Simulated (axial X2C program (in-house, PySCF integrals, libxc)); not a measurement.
# Which molecule has these constants?

Computed with an axial X2C code built on PySCF integrals, spin-free (one-electron X2C) or two-component (2c: spin–orbit coupling with atomic mean-field Coulomb and Gaunt terms, which also bring small scalar terms), in Dyall basis sets with cores contracted in-house; open shells are unrestricted.

A two-component PBE0 calculation in a Dyall 3-zeta basis gave Re = 2.653 Å, ωe = 282.1 cm⁻¹, De = 1.34 eV, dipole magnitude 7.21 D, Ω = 1.

Question: Which molecule is it?
A. NaBi
B. NaAs
C. NaSb
D. NaN
E. NaP

Answer: E. The others have NaSb 2.917 Å and 206.3 cm⁻¹ (Ω = 1); NaBi 2.975 Å and 175.6 cm⁻¹ (Ω = 1); NaAs 2.736 Å and 232.8 cm⁻¹ (Ω = 1); NaN 2.237 Å and 391.5 cm⁻¹ (Ω = 1).

Each entry is the lowest single determinant of a limited PBE0 search at one distance. De goes to single-determinant-based atoms at the same level (for ions the charge split of lowest energy) and is withheld (n/a) where an atom does not fit its ground term or J level. Main or longest-lived isotopes. One determinant is a doubtful description, or other states lie close, for NaP, NaSb, NaBi, NaAs, NaN; these need not be ground states, and all values refer to the states named. Some open-shell Ω = 0 determinants are out of reach, so the Ω given for NaP, NaSb, NaBi, NaAs, NaN need not be the lowest component. With several unpaired electrons the Ω given is that of one determinant, not necessarily of the lowest component. The functionals have no current term, which raises determinants with orbital currents.
